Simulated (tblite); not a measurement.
Species: C₄H₈FS₂ (doublet state).
SMILES with atom numbers: `[CH3:1][S:2][CH2:3][C@H:4]([S:5])[CH2:6][F:7]` (hydrogens: H8, H9, H10 on C1; H11, H12 on C3; H13 on C4; H14, H15 on C6)

Computed geometry: GFN2-xTB, gas phase. This method treats the open shell by occupation alone, without spin polarisation.

**Question.** List the bond lengths, angles and torsions at this level.

**Answer.** 
| bond | length (pm) |
| --- | --- |
| C1–S2 | 180.4 |
| S2–C3 | 181.1 |
| C3–C4 | 153.4 |
| C4–S5 | 180.5 |
| C4–C6 | 152.8 |
| C6–F7 | 137.1 |
| C1–H8, C1–H9, C1–H10 | 108.8 |
| C3–H11 | 109.1 |
| C3–H12 | 109.0 |
| C4–H13 | 109.4 |
| C6–H14 | 109.4 |
| C6–H15 | 109.5 |

Bonds in one row agree within 1 pm and their mean is given. A selection of angles:
| angle | degrees |
| --- | --- |
| S2–C1–H8 | 107.5 |
| S2–C1–H9 | 109.8 |
| H8–C1–H9 | 110.5 |
| H9–C1–H10 | 110.1 |
| C1–S2–C3 | 99.9 |
| S2–C3–C4 | 113.2 |
| S2–C3–H11 | 105.4 |
| S2–C3–H12 | 108.7 |
| C4–C3–H11 | 108.6 |
| C4–C3–H12 | 110.9 |
| H11–C3–H12 | 109.7 |
| C3–C4–S5 | 112.8 |
| C3–C4–C6 | 109.8 |
| C3–C4–H13 | 109.5 |
| S5–C4–C6 | 107.4 |
| S5–C4–H13 | 107.9 |
| C6–C4–H13 | 109.4 |
| C4–C6–F7 | 110.5 |
| C4–C6–H14 | 110.8 |
| C4–C6–H15 | 110.9 |
| F7–C6–H14 | 107.2 |
| F7–C6–H15 | 107.3 |
| H14–C6–H15 | 110.1 |

Torsions: C1–S2–C3–C4 82° (synclinal); S2–C3–C4–S5 -77° (synclinal); C3–C4–C6–F7 -61° (synclinal).

S2 (sulfur bonded to 2 C) is bent (angle 99.9°). Of the pairs four or more bonds apart, S5···H10 is among the closest relative to their van der Waals radii: 2.41 Å, 80 % of the sum of Bondi's values.

Point group: C1 (no symmetry element, even within 0.4 Å). Its GFN2-xTB frequencies are all real (lowest 47 cm⁻¹).

One conformer stands for the species.
